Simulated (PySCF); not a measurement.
SMILES F[SiH2]O[SiH2]Cl, PBE0/def2-SVP optimised geometry.

```
9

Si    -0.61     1.46    -0.73
F      0.79     2.26    -0.64
O     -0.43    -0.01     0.00
Si     0.14    -1.55     0.00
Cl    -0.49    -2.52    -1.71
H     -0.93     1.28    -2.17
H     -1.63     2.23     0.01
H     -0.42    -2.26     1.17
H      1.63    -1.55     0.00
```

Density from PySCF with PBE0/def2-TZVP at that geometry.

Minimum of the electron density along straight lines between bonded atoms, close to the bond critical point (lines longer than 1.1 times the sum of covalent radii, or with two minima, are not listed):

```json
[
 {"bond": "Si1–F2", "length / Å": "1.618", "ρ at the minimum / e bohr⁻³": "0.133", "∇²ρ there / e bohr⁻⁵": "___", "position (fraction from the first atom)": "0.42"},
 {"bond": "Si1–O3", "length / Å": "1.646", "ρ at the minimum / e bohr⁻³": "0.133", "∇²ρ there / e bohr⁻⁵": "0.84", "position (fraction from the first atom)": "0.41"},
 {"bond": "O3–Si4", "length / Å": "1.648", "ρ at the minimum / e bohr⁻³": "0.132", "∇²ρ there / e bohr⁻⁵": "0.83", "position (fraction from the first atom)": "0.59"},
 {"bond": "Si4–Cl5", "length / Å": "2.064", "ρ at the minimum / e bohr⁻³": "___", "∇²ρ there / e bohr⁻⁵": "0.22", "position (fraction from the first atom)": "0.36"},
 {"bond": "Si1–H6", "length / Å": "1.484", "ρ at the minimum / e bohr⁻³": "0.127", "∇²ρ there / e bohr⁻⁵": "0.13", "position (fraction from the first atom)": "0.49"},
 {"bond": "Si1–H7", "length / Å": "1.481", "ρ at the minimum / e bohr⁻³": "0.128", "∇²ρ there / e bohr⁻⁵": "0.13", "position (fraction from the first atom)": "0.49"},
 {"bond": "Si4–H8", "length / Å": "1.482", "ρ at the minimum / e bohr⁻³": "0.127", "∇²ρ there / e bohr⁻⁵": "0.14", "position (fraction from the first atom)": "0.49"},
 {"bond": "Si4–H9", "length / Å": "1.485", "ρ at the minimum / e bohr⁻³": "0.126", "∇²ρ there / e bohr⁻⁵": "0.13", "position (fraction from the first atom)": "0.49"}
]
```

**Question.** Fill in the missing entries.

**Answer.** 
- Si1–F2, ∇²ρ there / e bohr⁻⁵: 0.91
- Si4–Cl5, ρ at the minimum / e bohr⁻³: 0.098
